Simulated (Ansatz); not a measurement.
Geometry optimisation, RKS B3LYP-D4/def2-SVP (Ansatz 0.2.0).

Input:

```yaml
crystal:
  periodic: [false, false, false]
  atoms:
    - { symbol: Ge, position_ang: [0.100174, -0.353866, 0.183406] }
    - { symbol: H, position_ang: [0.431045, -0.072171, 1.659715] }
    - { symbol: O, position_ang: [1.476054, -0.322053, -0.91775] }
    - { symbol: H, position_ang: [1.481627, -1.083817, -1.514908] }
    - { symbol: O, position_ang: [-0.925368, 1.088278, -0.105935] }
    - { symbol: H, position_ang: [-0.777248, 1.525833, -0.956956] }
    - { symbol: O, position_ang: [-0.754131, -1.850154, -0.234539] }
    - { symbol: H, position_ang: [-1.63452, -1.9245, 0.157819] }
    - { symbol: Cl, position_ang: [1.20333, 2.390173, 1.920184] }
    - { symbol: H, position_ang: [0.169738, 1.763878, 1.342864] }
basis:
  gaussian: { orbitals: def2-SVP }
hamiltonian:
  xc: b3lyp
  dispersion: d4
relax:
  f_tol: 0.03
  max_steps: 50
output:
  orbitals: {}
```

Command:

```bash
$ ansatz run input.yaml --threads 4 --pin off --max-ram 5120MiB --backend cpu --events-out ev --progress --plain --runs-dir out
```

**Question.** Where does it end, and by what steps?

**Answer.** The forces met the threshold. After 6 steps the energy has fallen by 0.348 eV; H2 moved furthest, 0.54 Å.

```json
{"step": "0", "energy less start (eV)": "0.0000", "largest force component (eV/Å)": "1.058", "accepted": "yes"}
{"step": "1", "energy less start (eV)": "-0.1935", "largest force component (eV/Å)": "0.504", "accepted": "yes"}
{"step": "2", "energy less start (eV)": "-0.2886", "largest force component (eV/Å)": "0.405", "accepted": "yes"}
{"step": "3", "energy less start (eV)": "-0.3316", "largest force component (eV/Å)": "0.607", "accepted": "yes"}
{"step": "4", "energy less start (eV)": "-0.3414", "largest force component (eV/Å)": "0.395", "accepted": "yes"}
{"step": "5", "energy less start (eV)": "-0.3469", "largest force component (eV/Å)": "0.073", "accepted": "yes"}
{"step": "6", "energy less start (eV)": "-0.3477", "largest force component (eV/Å)": "0.024", "accepted": "yes"}
```

```xyz
10
Properties=species:S:1:pos:R:3
Ge 0.161 -0.474 0.204
H 0.586 -0.592 1.663
O 1.491 -0.443 -0.955
H 1.433 -1.173 -1.588
O -0.701 1.098 0.089
H -0.764 1.421 -0.822
O -0.874 -1.788 -0.387
H -1.696 -1.909 0.108
Cl 0.990 2.785 2.034
H 0.145 2.236 1.189
```

Whether the end is a true minimum wasn't checked by a vibrational analysis.

Time of the run: 13 s on 4 threads of Arm Neoverse V2, with other jobs on the host, peak memory 0.3 GiB.
